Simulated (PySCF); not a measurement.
# ¹⁷O chemical shifts

PySCF 2.14 calculation with GFN2-xTB structure and GIAO PBE0/pcSseg-1 shieldings; fast rotation and ring inversion assumed for equivalent nuclei, one conformer, no solvent model, non-relativistic Hamiltonian.

Shieldings were converted by a linear fit to measured shifts: ¹⁷O: δ = 266.70 − 0.911σ (rms 10.7 ppm, 155 shifts, 12.2 ppm with the 3 outliers that the fit left out vs liquid water, solution or neat liquid). A few per cent of atoms miss by over 2 rms, more outside the fitted compound classes.

**Question.** Give the ¹⁷O shifts of `O=COc1cc(O)ccn1`, `O=COc1ccc[n+]([O-])c1`, `CC#Cc1ccc(O)o1`, `C[SiH2]O[C@H](CCl)O[SiH3]`, `CC#C[C@@H]1C=COC1=O`, `CO[C@@H]1C[C@@H](CC#N)[SiH2][SiH2]1`.

**Answer.** 
```json
{"compound": "[O:1]=[CH:2][O:3][c:4]1[cH:5][c:6]([OH:7])[cH:8][cH:9][n:10]1", "environment": "O1: ester carbonyl oxygen", "δ (ppm)": "370.3"}
{"compound": "[O:1]=[CH:2][O:3][c:4]1[cH:5][c:6]([OH:7])[cH:8][cH:9][n:10]1", "environment": "O3: ester alkoxy oxygen", "δ (ppm)": "206.3"}
{"compound": "[O:1]=[CH:2][O:3][c:4]1[cH:5][c:6]([OH:7])[cH:8][cH:9][n:10]1", "environment": "O7: phenol-type oxygen", "δ (ppm)": "87.1"}
{"compound": "[O:1]=[CH:2][O:3][c:4]1[cH:5][cH:6][cH:7][n+:8]([O-:9])[cH:10]1", "environment": "O9: oxygen bonded to N", "δ (ppm)": "399.3"}
{"compound": "[O:1]=[CH:2][O:3][c:4]1[cH:5][cH:6][cH:7][n+:8]([O-:9])[cH:10]1", "environment": "O1: ester carbonyl oxygen", "δ (ppm)": "381.1"}
{"compound": "[O:1]=[CH:2][O:3][c:4]1[cH:5][cH:6][cH:7][n+:8]([O-:9])[cH:10]1", "environment": "O3: ester alkoxy oxygen", "δ (ppm)": "176.7"}
{"compound": "[CH3:1][C:2]#[C:3][c:4]1[cH:5][cH:6][c:7]([OH:8])[o:9]1", "environment": "O9: aromatic ring oxygen", "δ (ppm)": "224.4"}
{"compound": "[CH3:1][C:2]#[C:3][c:4]1[cH:5][cH:6][c:7]([OH:8])[o:9]1", "environment": "O8: phenol-type oxygen", "δ (ppm)": "63.0"}
{"compound": "[CH3:1][SiH2:2][O:3][C@H:4]([CH2:5][Cl:6])[O:7][SiH3:8]", "environment": "O3: oxygen bonded to C, Si", "δ (ppm)": "26.7"}
{"compound": "[CH3:1][SiH2:2][O:3][C@H:4]([CH2:5][Cl:6])[O:7][SiH3:8]", "environment": "O7: oxygen bonded to C, Si", "δ (ppm)": "25.9"}
{"compound": "[CH3:1][C:2]#[C:3][C@@H:4]1[CH:5]=[CH:6][O:7][C:8]1=[O:9]", "environment": "O9: ester carbonyl oxygen", "δ (ppm)": "368.5"}
{"compound": "[CH3:1][C:2]#[C:3][C@@H:4]1[CH:5]=[CH:6][O:7][C:8]1=[O:9]", "environment": "O7: ester alkoxy oxygen", "δ (ppm)": "207.5"}
{"compound": "CO[C@@H]1C[C@@H](CC#N)[SiH2][SiH2]1", "environment": "ether oxygen", "δ (ppm)": "-8.8"}
```

**Question.** Match the shifts 87.1, 7.4, -35.8 ppm to `CCO/C([SiH3])=C\CF`, `C=C[C@@](F)(CC)[SiH2]O`, `CCO[C@@H]1C[C@@H](C#N)[SiH2][SiH2]1`.

**Answer.** 87.1: CCO/C([SiH3])=C\CF (ether oxygen); 7.4: CCO[C@@H]1C[C@@H](C#N)[SiH2][SiH2]1 (ether oxygen); -35.8: C=C[C@@](F)(CC)[SiH2]O (oxygen bonded to Si, H).
